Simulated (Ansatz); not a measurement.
`[GeH3][NH]C1=C[SiH2]1` + HBr → `BrC1=C[SiH2]1` + `[NH2][GeH3]` at 500 K and 1 bar (substitution at a C–N bond).

Program: Ansatz. Geometries: PBE0-D4/def2-TZVP. ΔE: electronic, gas phase. CBS: MP2 limit from def2 TZ/QZ plus the TZ coupled-cluster correction, frozen cores. For Br, Ge outer-core shells are correlated without core-valence functions, which leaves a few kJ/mol of doubt a bond. Scalar relativity is left out up to krypton. Each species was taken in one conformer, which may not be the lowest.

```csv
species,CCSD(T)/CBS energy (Eh),H − E (kJ/mol),S (J/(mol·K))
`[GeH3][NH]C1=C[SiH2]1`,-2500.13796,256.4,440.6
HBr,-2573.91920,30.5,213.7
`BrC1=C[SiH2]1`,-2940.22755,133.2,355.1
`[NH2][GeH3]`,-2133.81884,158.0,315.9
```

H − E and S are ideal-gas, rigid-rotor, harmonic terms from PBE0-D4/def2-TZVP, for one conformer and one mirror image of each species. 1 Eh = 2625.50 kJ/mol, R = 8.31446 J/(mol·K).

By hand: ΔE, ΔH, ΔS and ΔG.

ΔE = (-2940.22755) + (-2133.81884) − (-2500.13796) − (-2573.91920) = 0.01077 Eh = 28.3 kJ/mol. Δ(H − E) = 133.2 + 158.0 − 256.4 − 30.5 = 4.3, so ΔH = 32.6 kJ/mol. ΔS = 355.1 + 315.9 − 440.6 − 213.7 = 16.7 J/(mol·K). ΔG = 32.6 − 500 × (16.7)/1000 = 24.2 kJ/mol.

By hand: the equilibrium constant, and the temperature at which ΔG would vanish if ΔH and ΔS stayed fixed.

log₁₀ K = −ΔG/(RT ln 10) = -2.5. ΔG = 0 at ΔH/ΔS = 1952 K, though so small a ΔS makes that figure unsure.

ΔH outweighs TΔS. A doubt of 5 kJ/mol in ΔE shifts log₁₀ K by 0.5 here. Other conformers and mirror images would add mixing entropy, several J/(mol·K) or more a flexible species. These are equilibria of isolated gas molecules and say nothing of rates. Largest T1 diagnostic: 0.013 (customary marks: 0.02 for closed shells, 0.045 for open ones).
